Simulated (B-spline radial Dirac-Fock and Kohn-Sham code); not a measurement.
## Two-hole binding energies of K

System: atomic potassium, configuration [Ar] 4p1 (not the ground configuration).

Calculated with a radial finite-basis atomic code, using multi-electron Dirac-Fock with separately optimised hole states, Breit and Lamb-shift corrections added in first order. U is the two-hole binding energy less the two single-hole energies, the effective repulsion of the holes after relaxation. Each two-hole energy is an average over J within one jj subconfiguration.

| holes | E(a) (eV) | E(b) (eV) | E(ab) (eV) | U (eV) |
| --- | --- | --- | --- | --- |
| 1s⁻² | 3615.4 | 3615.4 | 7488.7 | 257.9 |
| 1s⁻¹ 2p1/2⁻¹ | 3615.4 | 304.5 | 3984.4 | 64.5 |
| 1s⁻¹ 2p3/2⁻¹ | 3615.4 | 301.7 | ? | ? |
| 1s⁻¹ 3p3/2⁻¹ | 3615.4 | 25.03 | 3657.8 | 17.4 |
| 2s⁻² | 387.4 | 387.4 | 818.7 | 43.8 |
| 2s⁻¹ 2p3/2⁻¹ | 387.4 | 301.7 | 728.3 | 39.1 |
| 2p1/2⁻² | 304.5 | 304.5 | 658.7 | 49.7 |
| 2p1/2⁻¹ 2p3/2⁻¹ | 304.5 | 301.7 | 652.2 | 46.0 |
| 2s⁻¹ 3p1/2⁻¹ | 387.4 | 25.29 | 429.3 | 16.6 |
| 2s⁻¹ 3p3/2⁻¹ | 387.4 | 25.03 | 429.0 | 16.5 |
| 2p1/2⁻¹ 3s⁻¹ | 304.5 | 46.85 | 369.3 | 18.0 |
| 2p3/2⁻¹ 3s⁻¹ | 301.7 | 46.85 | 366.6 | 18.0 |
| 3p3/2⁻² | 25.03 | 25.03 | 63.42 | 13.4 |
| 3p1/2⁻¹ 3p3/2⁻¹ | 25.29 | 25.03 | 63.41 | 13.1 |

**Question.** Give the missing two-hole energy and U.

**Answer.** E(ab) = 3980.9 eV and U = 63.8 eV.
